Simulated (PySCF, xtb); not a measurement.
SiFCl, SMILES F[Si]Cl (connectivity only; charge and spin as stated), neutral, multiplicity 1.

xtb with GFN2-xTB at its own geometry gives an orbital gap of 3.12 eV and a dipole moment of 0.80 D.

Geometry optimised at PBE0-D3(BJ)/def2-TZVP.

Q: What does ωB97X/def2-TZVPD in PySCF give? (Estimate from the structure and the level; the computed values follow.)

A: gap 9.84 eV (levels -10.32 and -0.48 eV), dipole 1.06 D.
